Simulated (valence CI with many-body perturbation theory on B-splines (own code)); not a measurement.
Results of a calculation; reference values are marked as such.
Pd V: configurations and terms from energies and g

Method: configuration interaction combined with many-body perturbation theory (CI+MBPT): six valence electrons over a frozen Dirac-Fock core [Kr], a basis of 7 s, 7 p, 8 d, 6 f, 4 g, 1 h functions for each j, with the one-electron correlation potential Σ1, the two-electron term Σ2, the three-electron term Σ3, Breit, model QED; selected CI, second order for the rest, scaled by the run's own slope (own B-spline code, finite nucleus).

No measured levels were compared; by estimate terms of the open shell hold to 2 to 4 % of their energy, and close levels can change places; different configurations can be misplaced against each other by 1,000 to 8,000 cm⁻¹. Among the levels kept, up to 1100 cm⁻¹ of a level comes from second order outside the variational space, and about a tenth of that is noise between levels of different J, which matters for small intervals. Only levels of the ground parity were solved; by the run's estimate the other parity begins above the list, which can be wrong where configurations are misplaced.

| No. | J | Parity | E (eV) | g |
| --- | --- | --- | --- | --- |
| 1 | 4 | even | 0.0000 | 1.494 |
| 2 | 3 | even | 0.2535 | 1.496 |
| 3 | 2 | even | 0.3885 | 1.497 |
| 4 | 1 | even | 0.4836 | 1.498 |
| 7 | 6 | even | 2.366 | 1.159 |
| 8 | 5 | even | 2.414 | 1.069 |
| 9 | 2 | even | 2.484 | 1.478 |
| 10 | 3 | even | 2.765 | 1.003 |
| 12 | 2 | even | 2.874 | 0.685 |
| 13 | 5 | even | 3.070 | 1.164 |
| 14 | 1 | even | 3.188 | 1.413 |
| 15 | 4 | even | 3.270 | 1.071 |
| 17 | 3 | even | 3.336 | 0.838 |
| 18 | 6 | even | 3.717 | 1.007 |

Energies count from the lowest level. Strongly mixed levels and levels close to another of their J and parity, and those with J = 0 are left out, so the numbers can have gaps.

Give configuration and LS term of each level.

1: 4d6 5D; 2: 4d6 5D; 3: 4d6 5D; 4: 4d6 5D; 7: 4d6 3H; 8: 4d6 3H; 9: 4d6 3P; 10: 4d6 3F; 12: 4d6 3F; 13: 4d6 3G; 14: 4d6 3P; 15: 4d6 3G; 17: 4d6 3G; 18: 4d6 1I.
